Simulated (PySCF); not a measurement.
Species: C6H8F2N (doublet state).
Geometry (GFN2-xTB, Å), atoms numbered from 1 in this order:
```xyz
17
C6H8F2N angstrom
C     -1.7354   -0.0823    1.1230
C     -1.4667    0.3748   -0.3139
F     -1.9243   -0.5990   -1.1816
C     -0.0090    0.6125   -0.5378
C      0.5102    1.8430   -0.2291
N      0.9542    2.8838    0.0235
C      0.8885   -0.4919   -0.9804
C      1.9658   -0.8129    0.0636
F      1.3890   -1.3699    1.1765
H     -1.1493   -0.9698    1.3482
H     -2.7916   -0.3148    1.2342
H     -1.4624    0.7103    1.8137
H     -2.0473    1.2804   -0.5389
H      0.2969   -1.3875   -1.1784
H      1.4093   -0.2049   -1.9000
H      2.4897    0.0901    0.3920
H      2.6755   -1.5498   -0.3245
```

The hyperfine couplings belong to this conformer and change with its torsions.

Identity: `C[C@H](F)[C](C#N)CCF` [radical].

Method used: PySCF, UKS B3LYP, pcH-1 on C F H N, non-relativistic, mean-field spin-orbit, GIAO. One conformer (not necessarily the lowest) at the GFN2-xTB geometry, without solvent, vibrations or thermal averaging. Couplings are sensitive to structure, and on GFN2-xTB geometries they can be far from those on DFT ones. Stability of the SCF solution: not tested.

Problem. Predict the first-order ENDOR lines of N6, H15, H13, H10/H11/H12, H17, H16 and H14 under fast tumbling at B = 336.5 mT (X band).

Solution. ν± = |νn ± a/2|, one line for each electron-spin manifold; νn = |g_N| × 7.62259 MHz/T × B.

```json
{"nuclei": "N6", "isotope": "14N", "g_N": "0.4038", "νn (MHz)": "1.04", "a_iso (MHz)": "8.60", "lower line (MHz)": "3.27", "upper line (MHz)": "5.34"}
{"nuclei": "H15", "isotope": "1H", "g_N": "5.5857", "νn (MHz)": "14.33", "a_iso (MHz)": "86.43", "lower line (MHz)": "28.89", "upper line (MHz)": "57.54"}
{"nuclei": "H13", "isotope": "1H", "g_N": "5.5857", "νn (MHz)": "14.33", "a_iso (MHz)": "41.63", "lower line (MHz)": "6.49", "upper line (MHz)": "35.14"}
{"nuclei": "H10/H11/H12", "isotope": "1H", "g_N": "5.5857", "νn (MHz)": "14.33", "a_iso (MHz)": "5.51", "lower line (MHz)": "11.57", "upper line (MHz)": "17.08"}
{"nuclei": "H17", "isotope": "1H", "g_N": "5.5857", "νn (MHz)": "14.33", "a_iso (MHz)": "5.22", "lower line (MHz)": "11.72", "upper line (MHz)": "16.94"}
{"nuclei": "H16", "isotope": "1H", "g_N": "5.5857", "νn (MHz)": "14.33", "a_iso (MHz)": "-2.95", "lower line (MHz)": "12.85", "upper line (MHz)": "15.80"}
{"nuclei": "H14", "isotope": "1H", "g_N": "5.5857", "νn (MHz)": "14.33", "a_iso (MHz)": "1.83", "lower line (MHz)": "13.41", "upper line (MHz)": "15.24"}
```

Problem. Which pairs are centred on the nuclear Larmor frequency, and which on half the coupling?

Solution. Centred on νn, since |a| < 2νn: H10/H11/H12, H17, H16 and H14. Centred on |a|/2 and split by 2νn: N6, H15 and H13.

Couplings of abundant isotopes left out: F3 (27.4 MHz).

Nuclei that the bonding pattern makes equivalent are averaged, as if the motion that swaps them (rotation, inversion, ring flip) were fast. The three 1H nuclei of mean +5.5 MHz run from -3.0 to 19.9 MHz in the frozen geometry.

Time: 1.7 min (grids of density and orbitals included); peak memory 1.1 GiB. Hardware: an Arm Neoverse V1 with one thread, shared host with 32 logical CPUs at a one-minute load of 22.
